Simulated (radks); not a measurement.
Task: The antimony ion Sb2+ is in [Kr] 4d10 5s2 5p(1/2: 1, 3/2: 0). Calculated with a radial shooting solver on a logarithmic mesh with Libxc functionals: Dirac Kohn-Sham, relativistic LDA (MacDonald-Vosko exchange, VWN5 correlation), spin-unpolarised, spherical densities, finite nucleus; Fermi nuclear charge, rms radius of each element as measured or else 0.836 A^(1/3) + 0.57 fm. Sub-shells are occupied by j as written (lower j first in brackets). One electron is removed from 4d5/2, 5s1/2, 4d3/2, 5p1/2 in turn, with full relaxation. Which removal costs least, and what does each cost?

Result: 5p1/2 25.398 eV; 5s1/2 34.791 eV; 4d5/2 60.068 eV; 4d3/2 61.394 eV. The 5p1/2 electron leaves first.
